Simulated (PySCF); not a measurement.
Dipole moment and polarisability of `CCSCC(F)(F)F`

Species: C₄H₇F₃S.
SMILES with atom numbers: `[CH3:1][CH2:2][S:3][CH2:4][C:5]([F:6])([F:7])[F:8]` (hydrogens: H9, H10, H11 on C1; H12, H13 on C2; H14, H15 on C4)

Geometry (PBE0-D3(BJ)/def2-SVP, Å), atoms numbered from 1 in this order:
```
atom  x, y, z in Å
C1    -1.9380    0.0999   -0.2798
C2    -1.1251    0.9017    0.7157
S3    -0.0038   -0.0737    1.7649
C4     1.0159   -0.9507    0.5650
C5     1.9672   -0.0945   -0.2372
F6     2.7624    0.6419    0.5310
F7     1.3118    0.7397   -1.0580
F8     2.7443   -0.8680   -1.0048
H9    -2.4745   -0.7242    0.2136
H10   -2.6775    0.7476   -0.7762
H11   -1.3011   -0.3229   -1.0711
H12   -1.7793    1.3865    1.4576
H13   -0.5559    1.7006    0.2185
H14    0.4145   -1.5445   -0.1392
H15    1.6227   -1.6537    1.1540
```

Level: CAM-B3LYP/def2-SVPD (PySCF), static field, nuclei fixed, core orbitals frozen in the response. The polarisability tensor in these axes (au):

```
x   79.55 -6.37  0.22
y   -6.37 67.01  0.38
z    0.22  0.38 70.69
```

Give the principal values, the mean and the anisotropy Δα = √{½[(α1 − α2)² + (α2 − α3)² + (α1 − α3)²]}.

Principal values 64.31, 70.72 and 82.22 au; mean 72.42 au = 10.73 Å³ = 11.94 × 10⁻⁴⁰ C²·m²/J; Δα = 15.72 au (22 % of the mean).

What is the dipole moment, and where does it point?

(-1.96, -0.74, -0.30) D, 2.12 D in size, pointing from the negative to the positive side. Measured along this direction, the outermost atoms are F6 at the negative end and H9 at the positive end.

Give the principal axes and the span of the nuclei along them.

Largest value along (0.92, -0.39, 0.01), where the nuclei span 5.62 Å; middle along (0.02, 0.06, 1.00), 2.87 Å; least along (0.39, 0.92, -0.07), 3.26 Å. The strongest response lies along the longest span, while the other two are in reverse order.

What molar refraction does this α imply?

Lorentz–Lorenz: R = (4π/3)N_A α = 2.5225 cm³/(mol·Å³) × 10.73 Å³ = 27.1 cm³/mol, in the limit of long wavelengths.

Find the Langevin capture rate constant for NO+ (29.998 u) meeting this molecule (144.022 u), k = 2.342 × 10⁻⁹ cm³/s × √(α in Å³ / reduced mass in u).

The reduced mass is 24.83 u, so k = 1.54 × 10⁻⁹ cm³/s. The formula leaves out the permanent dipole, which adds to the capture rate.

Geometry: PBE0-D3(BJ)/def2-SVP, one conformer, isolated molecule.

The run behind these numbers computed excited states as well. Hardware: an Intel Xeon at 2.80 GHz with one thread, shared host with 64 logical CPUs at a one-minute load of 25. Cost: 53 s, 1.1 GiB resident at most.
